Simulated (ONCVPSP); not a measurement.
# Before and after: ONCV potential for Mn (Z = 25)

ONCVPSP 4.0.1 input, shortened (lines: element, Z, core and valence counts, functional; n l f; lmax; l rc ep ncon nbas qcut; lloc lpopt rc5 dvloc0; l nproj debl; icmod fcfact rcfact), LDA (Perdew-Zunger), scalar-relativistic:

```
  Mn 25.00    4    3        3      upf
    1    0    2.00
    2    0    2.00
    2    1    6.00
    3    0    2.00
    3    1    6.00
    3    2    5.50
    4    0    1.50
    3
    0    2.30    0.00    4    7    3.30
    1    1.05    0.00    5    9   16.60
    2    1.20    0.00    3    8   14.40
    3    2.35    0.16    4    9    4.70
    4    5    1.05    2.00
    0    3    2.40
    1    2    2.60
    2    2    1.30
    3    3    3.50
    1    0.20    0.00
```

All-electron outer shells of the reference configuration (LDA (Perdew-Zunger), scalar-relativistic, ld1.x):

```csv
shell,level (eV),outermost node (bohr),outermost maximum (bohr)
3s,-83.08,0.34,0.74
3p,-52.24,0.31,0.75
3d,-5.13,–,0.76
4s,-4.78,1.06,2.57
```

Change: d: rc 0.8; local potential polynomial inside 0.80 bohr (lpopt 5, dvloc0 2 Ha).

Cutoffs: the cutoffs (Ha) at which the residual kinetic energy of the hardest occupied pseudo-wave falls to 1 and 0.1 mHa per electron; they do not see the model core or the augmentation charge, which bear on the density cutoff. Errors are all-electron minus pseudo energies relative to the spin-unpolarised reference configuration.

Predict the effect on cutoff, ghosts and configuration errors.

The potential gets harder (77 Ha and 95 Ha → 92 Ha and 151 Ha); a bound ghost appears in s, which as a rule spoils a file; the number of tests with a reliable result goes from 4 to 3; of the 3 tests that both files solve, the error grows in 1 and shrinks in 1 by more than 15 % and 0.3 meV (median size 17.2 → 19.5 meV). A smaller radius makes the pseudo-wave follow the all-electron one further in, where it bends more sharply, so more plane waves are needed.

| quantity | base | changed |
| --- | --- | --- |
| cutoff, loose | 77 Ha | 92 Ha |
| cutoff, tight | 95 Ha | 151 Ha |
| loose cutoff by channel | s 4.0 Ha, p 77 Ha, d 69 Ha | s 4.0 Ha, p 77 Ha, d 92 Ha |
| bound ghosts | none | s |
| GHOST(+) flags under 300 eV | s at 62.7 eV | s at 206.2 eV |
| tests with a reliable result | 4 of 4 | 3 of 4 |
| error for 3p6 3d5 4s2, meV [ΔE 0.51 eV] | -17 | -19 |
| error for 3p6 3d5 4s1, meV [ΔE 9.16 eV] | +1.2 | -0.5 |
| error for 3p6 3d4 4s2 4p1, meV [ΔE 8.42 eV] | -124 | -144 |
| s: phases at 2.33 bohr within 0.05 rad from the reference energy up to (Ha; the scan ends near 5) | to the end of the scan | to the end of the scan |
| p: phases at 1.06 bohr within 0.05 rad from the reference energy up to (Ha; the scan ends near 5) | to the end of the scan | to the end of the scan |
| f: phases at 2.38 bohr within 0.05 rad from the reference energy up to (Ha; the scan ends near 5) | to the end of the scan | to the end of the scan |
| rms error of d²Exc/dni dnj with the model core, mHa | 1.64 | 1.62 |

 A true bound ghost makes a file unfit for plane-wave use even where its test errors are small: the radial tests pick states by their node count and pass the ghost by.
